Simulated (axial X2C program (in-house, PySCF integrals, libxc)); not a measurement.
Low determinants of LiEr at the PBE0 level, spin-free

Computed with an in-house all-electron X2C program for linear molecules (integrals from PySCF). Spin-free means the one-electron spin-free X2C Hamiltonian. Basis: Er dyall-cv3z [14s14p10d7f3g], Li dyall-cv3z [7s8p2d] (cores contracted in-house); Gaussian nuclei, density fitting, unrestricted open shells. Masses: Er 165.930 u, Li 7.016 u.

Search at 3.577 Å (vertical energies from the lowest determinant):

```json
{"ΔE (eV)": "0.00", "state": "M_S = 3/2, Λ = 3", "electrons beyond evenly filled partner blocks": "2 × σα, φ+α, φ+β, φ-α", "electrons in σ, π, δ, φ": "28 28 12 3"}
{"ΔE (eV)": "0.00", "state": "M_S = 3/2, Λ = 2", "electrons beyond evenly filled partner blocks": "2 × σα, δ+α, δ+β, δ-α", "electrons in σ, π, δ, φ": "28 28 11 4"}
{"ΔE (eV)": "0.01", "state": "M_S = 1/2, Λ = 3", "electrons beyond evenly filled partner blocks": "φ+α, φ+β, φ-α", "electrons in σ, π, δ, φ": "28 28 12 3"}
{"ΔE (eV)": "0.03", "state": "M_S = 3/2, Λ = 4", "electrons beyond evenly filled partner blocks": "σα, π+α, π+β, π-α, φ+α, φ+β, φ-α", "electrons in σ, π, δ, φ": "29 27 12 3"}
{"ΔE (eV)": "0.04", "state": "M_S = 1/2, Λ = 4", "electrons beyond evenly filled partner blocks": "σβ, π+α, π+β, π-α, φ+α, φ+β, φ-α", "electrons in σ, π, δ, φ": "29 27 12 3"}
{"ΔE (eV)": "1.01", "state": "M_S = 3/2, Λ = 4", "electrons beyond evenly filled partner blocks": "σα, π+α, φ+α, φ+β, φ-α", "electrons in σ, π, δ, φ": "27 29 12 3"}
{"ΔE (eV)": "1.01", "state": "M_S = 3/2, Λ = 2", "electrons beyond evenly filled partner blocks": "σα, π-α, φ+α, φ+β, φ-α", "electrons in σ, π, δ, φ": "27 29 12 3"}
```

Lowest determinant, M_S = 3/2, Λ = 3 (beyond evenly filled blocks: 2 × σα, φ+α, φ+β, φ-α): Re = 3.563 Å, ωe = 162.4 cm⁻¹.

The determinant in row 2 of the search, M_S = 3/2, Λ = 2 (beyond evenly filled blocks: 2 × σα, δ+α, δ+β, δ-α), was followed along the bond at PBE0; measured from the minimum of the lowest determinant it gives:

Te = 0.003 eV (26 cm⁻¹), Re = 3.549 Å, ωe = 167.9 cm⁻¹.

The determinant in row 3 of the search, M_S = 1/2, Λ = 3 (beyond evenly filled blocks: φ+α, φ+β, φ-α), was followed along the bond at PBE0; measured from the minimum of the lowest determinant it gives:

Te = 0.013 eV (108 cm⁻¹), Re = 3.578 Å, ωe = 158.9 cm⁻¹.

(1) Compare the bond of the determinant in row 2 with that of the lowest one.

The search compares states at one distance, so a state with another bond length can lie lower; it is not exhaustive and yields mostly the lowest determinant of each block pattern, so other components and higher states of one pattern are missing. These are energies of single determinants, not of spin-adapted states; PBE0 term energies can be off by some tenths of an eV, and the functional has no current term. The lowest determinant need not be the ground state where others lie within half an eV. Spin–orbit coupling is large for these atoms, so the spin-free order is a model. Row 3 is spin-contaminated (⟨S²⟩ = 1.77 against 0.75), so its values are not those of a pure state.

## Answers

(1) At PBE0 its Re is 0.014 Å shorter and its force constant, which goes as ωe², is 1.07 times that of the lowest determinant. T0 ≈ Te + Δωe/2 = 26 + (3) = 29 cm⁻¹.
